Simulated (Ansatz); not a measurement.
Level of theory: frozen-core CCSD(T)/def2-TZVPP // CAM-B3LYP-D3(BJ)/def2-TZVP run with Ansatz (a first-principles code).

Ansatz 0.2 input:
```yaml
crystal:
  periodic: [false, false, false]
  atoms:
    - { symbol: C, position_ang: [0.504088, 0.094892, -0.0324] }
    - { symbol: N, position_ang: [-0.688218, -0.129494, 0.04451] }
    - { symbol: H, position_ang: [1.52451, -0.560402, 0.092172] }
    - { symbol: H, position_ang: [1.194106, 1.072166, -0.266924] }
    - { symbol: H, position_ang: [-1.438934, 0.609768, -0.10528] }
    - { symbol: H, position_ang: [-1.095551, -1.086931, 0.267922] }
basis:
  gaussian: { orbitals: def2-TZVPP }
correlation:
  method: ccsd_t
total_charge: 2
magnetization:
  spin_polarized: true
  initial_magnetization: 1
```

Output:

```
Functional definition: HF
691 factors; integrals over basis functions are off by at most 1.5e-3 eV
mean field evaluation 1: about -2541.0330 eV, gradient 4.6e1 eV
mean field evaluation 2: about -2541.0374 eV, gradient 4.6e1 eV
mean field evaluation 4: about -2548.9215 eV, gradient 4.4e0 eV
mean field evaluation 8: about -2549.0923 eV, gradient 3.0e-1 eV
mean field evaluation 16: about -2549.1089 eV, gradient 3.5e-6 eV
mean field evaluation 32: about -2549.1089 eV, gradient 6.9e-3 eV
mean field evaluation 64: about -2549.0404 eV, gradient 9.3e-1 eV
mean field evaluation 96: about -2547.9574 eV, gradient 1.1e1 eV
mean field evaluation 128: about -2548.4219 eV, gradient 2.3e-6 eV
mean field evaluation 160: about -2548.4219 eV, gradient 2.3e-6 eV
mean field -2549.10888519 eV, -93.6780236828 hartree, gradient 3.5e-6 eV, S^2 0.812990; 7 other end points of the search recorded, 0 dependent functions left out
determinant -2549.10888519 eV, -93.6780236828 hartree, with singles and doubles -2558.78074011 eV, -94.0334577953 hartree
determinant -2548.42192925 eV, -93.6527785175 hartree, with singles and doubles -2557.25715110 eV, -93.9774669318 hartree
2 core orbitals not correlated
reference -2549.10888519 eV, -93.6780236828 hartree; 6, 5 occupied and 110, 111 virtual orbitals, 691 factors
second order -8.91396490 eV of doubles, -0.00000000 eV of singles
cycle   1  -9.53430138 eV  change   -7.5e-1 eV  update   2.0e-2
cycle   2  -9.56306166 eV  change   -2.9e-2 eV  update   4.8e-3
cycle   3  -9.56261944 eV  change    4.4e-4 eV  update   2.3e-3
cycle   4  -9.56519221 eV  change   -2.6e-3 eV  update   1.1e-3
cycle   5  -9.56631328 eV  change   -1.1e-3 eV  update   6.4e-4
cycle   6  -9.56687034 eV  change   -5.6e-4 eV  update   2.1e-4
cycle   7  -9.56701247 eV  change   -1.4e-4 eV  update   6.0e-5
cycle   8  -9.56703999 eV  change   -2.8e-5 eV  update   1.8e-5
cycle   9  -9.56704300 eV  change   -3.0e-6 eV  update   6.4e-6
perturbative correction -0.40915723 eV, -0.0150362507 hartree
Total energy: -2559.08508542 eV, -94.0446422789 hartree
```

Cost: roughly 14 core-seconds.
